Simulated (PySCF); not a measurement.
GeHCl3, SMILES [GeH]([Cl])([Cl])[Cl]. Geometry: B3LYP-D3(BJ)/def2-SVP. The isomer is the one that the SMILES or the coordinates give; other isomers of the formula were not compared.

Level of theory: B3LYP-D3(BJ)/def2-SVP in PySCF 2.14.0.

Harmonic wavenumbers (cm⁻¹): 141, 141, 176, 404, 443, 443, 710, 711, 2186. Rotational constants (GHz): 2.066, 2.066, 1.167; symmetry number 3.

**Question.** Work out the zero-point energy and the ideal-gas rigid-rotor harmonic-oscillator thermochemistry at 298.15 K and 1 atm.

**Answer.** ZPE = ½ Σ hcν = ½ × 5355 cm⁻¹ = 7.66 kcal/mol. H − E(el) = 11.90 kcal/mol. Entropy in cal/(mol K): translation 41.47, rotation 26.37, vibration 11.12, total 78.97. G − E(el) = -11.65 kcal/mol. Cp = 19.48 cal/(mol K). Modes under 150 cm⁻¹ make the vibrational entropy uncertain.
